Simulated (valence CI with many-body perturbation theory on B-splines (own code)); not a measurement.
**Sn XXXV in brief**

Computed by valence CI with perturbative core correlation (CI+MBPT): six valence electrons over a frozen Dirac-Fock core [Ne], radial functions for each j: 9 s, 9 p, 8 d, 6 f, 3 g, 1 h, with the one-electron correlation potential Σ1 (screened to all orders), the two-electron term Σ2, the three-electron term Σ3, Breit, model QED; selected single and double excitations, second order for the rest, scaled by the run's own slope (own B-spline code, finite nucleus).

The last digits are not significant, and no measured levels were compared; by estimate large intervals hold to a few tenths of a per cent, small ones and those within an open d or f shell to about a per cent. Among the levels kept, up to 1500 cm⁻¹ of a level comes from second order outside the variational space, and about a tenth of that is noise between levels of different J, which matters for small intervals.

Levels are named by their leading jj configuration (3d3/2^4 stands for four electrons in 3d with j = 3/2), which in mixed levels can hold well under half, so a name can repeat and another be missing.

Rates and lifetimes use the calculated energies. Strong lines usually hold to 10 to 20 %, long lifetimes can be off by a factor of two.

(1) What is the ground level?

(2) What is the ionisation energy?

(3) Among levels below 1934900 cm⁻¹, which E1 lines absorb most strongly from the ground level?

(4) What are the static dipole polarisabilities of the lowest levels?

(5) How well does LS coupling describe the low levels?

## Answers

(1) (3s^2 3p1/2^2 3p3/2^2) J=2, composition 72 % 3s²3p⁴ ³P + 26 % 3s²3p⁴ ¹D, g = 1.363.

(2) 2231.6 eV; NIST lists 2227 ± 3 eV (semi-empirical).

(3) to (3s^2 3p1/2 3p3/2^2 3d3/2) J=3 at 5.705 nm, f = 0.305; to (3s^2 3p1/2 3p3/2^2 3d3/2) J=2 at 5.702 nm, f = 0.220; to (3s^2 3p1/2 3p3/2^2 3d3/2) J=1 at 5.732 nm, f = 0.103.

(4) (3s^2 3p1/2^2 3p3/2^2) J=2 0.0191 (tensor 0.00036); (3s^2 3p1/2^2 3p3/2^2) J=0 0.0190; (3s^2 3p1/2 3p3/2^3) J=1 0.0206 (tensor -0.00076); (3s^2 3p1/2 3p3/2^3) J=2 0.0205 (tensor -0.0018) bohr³, of which the core gives 0.000268.

(5) Among the lowest 20 levels the leading LS term, summed over configurations, holds 50 % on average. For single configurations the figures are 46 % in LS and 79 % in jj coupling. Terms mix most in the J = 3 level at 1358300 cm⁻¹, where the leading one holds 23 %.
